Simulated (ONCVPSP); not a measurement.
# u(r) = r·R(r): atom against pseudo-atom (magnesium)

Columns: radius, all-electron u(r) and pseudo u(r) of the 2s shell (level -79.85 eV) of magnesium in the configuration [He] 2s2 2p6 3s2; PBE, scalar-relativistic, ONCV scheme, ONCVPSP 4.0.1.

```json
{"r (bohr)": "0.057", "all-electron": "-0.5505", "pseudo": "0.1901"}
{"r (bohr)": "0.115", "all-electron": "-0.4126", "pseudo": "0.3782"}
{"r (bohr)": "0.172", "all-electron": "-0.0505", "pseudo": "0.5528"}
{"r (bohr)": "0.230", "all-electron": "0.3414", "pseudo": "0.7149"}
{"r (bohr)": "0.288", "all-electron": "0.6748", "pseudo": "0.8566"}
{"r (bohr)": "0.345", "all-electron": "0.9218", "pseudo": "0.9723"}
{"r (bohr)": "0.402", "all-electron": "1.0895", "pseudo": "1.0623"}
{"r (bohr)": "0.460", "all-electron": "1.1898", "pseudo": "1.1263"}
{"r (bohr)": "0.518", "all-electron": "1.2331", "pseudo": "1.1623"}
{"r (bohr)": "0.575", "all-electron": "1.2337", "pseudo": "1.1720"}
{"r (bohr)": "0.632", "all-electron": "1.2043", "pseudo": "1.1582"}
{"r (bohr)": "0.690", "all-electron": "1.1531", "pseudo": "1.1233"}
{"r (bohr)": "0.747", "all-electron": "1.0892", "pseudo": "1.0725"}
{"r (bohr)": "0.805", "all-electron": "1.0161", "pseudo": "1.0082"}
{"r (bohr)": "0.862", "all-electron": "0.9406", "pseudo": "0.9375"}
{"r (bohr)": "0.920", "all-electron": "0.8630", "pseudo": "0.8621"}
{"r (bohr)": "0.977", "all-electron": "0.7883", "pseudo": "0.7880"}
{"r (bohr)": "1.035", "all-electron": "0.7151", "pseudo": "0.7150"}
{"r (bohr)": "1.092", "all-electron": "0.6471", "pseudo": "0.6470"}
{"r (bohr)": "1.150", "all-electron": "0.5824", "pseudo": "0.5823"}
{"r (bohr)": "1.208", "all-electron": "0.5224", "pseudo": "0.5223"}
{"r (bohr)": "1.265", "all-electron": "0.4683", "pseudo": "0.4682"}
{"r (bohr)": "1.322", "all-electron": "0.4187", "pseudo": "0.4187"}
{"r (bohr)": "1.380", "all-electron": "0.3729", "pseudo": "0.3728"}
{"r (bohr)": "1.438", "all-electron": "0.3315", "pseudo": "0.3315"}
{"r (bohr)": "1.495", "all-electron": "0.2948", "pseudo": "0.2947"}
```

(1) How many radial nodes do the two functions have?

(2) At about which radius was the pseudo-wave matched?

(3) Is the pseudo-wave norm-conserving?

## Answers

(1) The all-electron 2s function has n − l − 1 = 1; the pseudo-wave has 0, since the states of the same l below it are removed with the core.

(2) 1.15 bohr. The columns agree to 0.0005 from 0.98 bohr on; several derivatives are matched, so the curves merge somewhat inside the radius.

(3) Yes: the ONCV scheme keeps the norm inside the radius equal to the all-electron one, which fixes the energy derivative of the logarithmic derivative at the level.
